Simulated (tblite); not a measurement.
C4H8O3S.
Z-matrix (Å and degrees, GFN2-xTB geometry), rows numbered from 1:
```
C 
C   1  1.4892
C   2  1.3249  1  124.48
C   3  1.4805  2  124.21  1   176.55
S   4  1.8090  3  104.96  2  -102.59
O   5  1.4314  4  110.75  3    72.29
O   5  1.4246  4  109.99  3   -61.08
O   5  1.6250  4  100.31  3  -175.63
H   1  1.0893  2  109.68  3  -119.11
H   1  1.0895  2  110.42  3   122.48
H   1  1.0863  2  111.05  3     1.29
H   2  1.0824  1  115.64  3  -179.75
H   3  1.0808  2  120.52  1     1.31
H   4  1.0843  3  113.45  2    13.15
H   4  1.0844  3  113.78  2   142.65
H   8  0.9585  5  109.59  4  -124.84
```

Level: GFN2-xTB in tblite, geometry and Hessian alike; calculated harmonic values, unscaled, isolated species. This tight-binding method is rough: wavenumbers can miss measured ones by several per cent, in bad cases by 10 to 20. One conformer, not necessarily the lowest.

Harmonic wavenumbers (cm⁻¹): 37.1, 38.5, 107.3, 140.9, 168.8, 224.2, 247.2, 290.1, 308.2, 380.9, 444.5, 489.2, 513.2, 679.4, 726.1, 758.1, 832.3, 875.9, 944.8, 995.0, 1011.1, 1038.4, 1114.0, 1137.1, 1141.4, 1151.7, 1274.9, 1286.4, 1292.8, 1397.8, 1406.9, 1470.2, 1477.0, 1726.2, 3004.8, 3019.2, 3029.2, 3045.0, 3049.8, 3061.7, 3084.7, 3606.2.

A = 3958, B = 931.7, C = 923.1 MHz; mass 136.019 u (most abundant isotopes); point group C1, symmetry number 1.

Problem. Zero-point energy?

Solution. ½Σν̃ = 26014 cm⁻¹ = 311.20 kJ/mol.

Problem. What is S at 298.15 K and 1 bar for an ideal gas of classical rigid rotors and harmonic oscillators?

Solution. Translation 170.13, rotation 121.07, vibration 129.37: S = 420.6 J/(mol K).

Problem. And Cp and H(298.15 K) − H(0)?

Solution. Cp = 154.22 J/(mol K), of which vibrations give 120.96 (their classical limit is 42 R = 349.2); H(298.15 K) − H(0) = 29.23 kJ/mol without the zero-point energy, 19.32 from vibrations.

Problem. Which modes carry the vibrational entropy at 298.15 K?

Solution. 37.1 cm⁻¹: 22.63; 38.5 cm⁻¹: 22.32; 107.3 cm⁻¹: 13.88; 140.9 cm⁻¹: 11.68; 168.8 cm⁻¹: 10.25; 224.2 cm⁻¹: 8.05 J/(mol K); the other 36 give 40.56 together.

Problem. Blend soft modes into free rotors: weight 1/[1 + (100 cm⁻¹/ν̃)⁴] for the oscillator and the rest for a rotor with moment μB/(μ + B), μ = h/(8π²ν), B = 10⁻⁴⁴ kg m². What vibrational entropy results?

Solution. 115.52 J/(mol K) in place of 129.37, which changes −T·S at 298.15 K by +4.13 kJ/mol.

Hindered rotation and anharmonicity are outside this model. Other conformers, if any are populated, would add a mixing term that is left out. The structure is chiral; the term R ln 2 for an equal mix with its mirror image is left out.

On an Arm Neoverse N1 with one thread (shared host), this took 0.84 s of wall time. This covers the Hessian and the dipole derivatives.
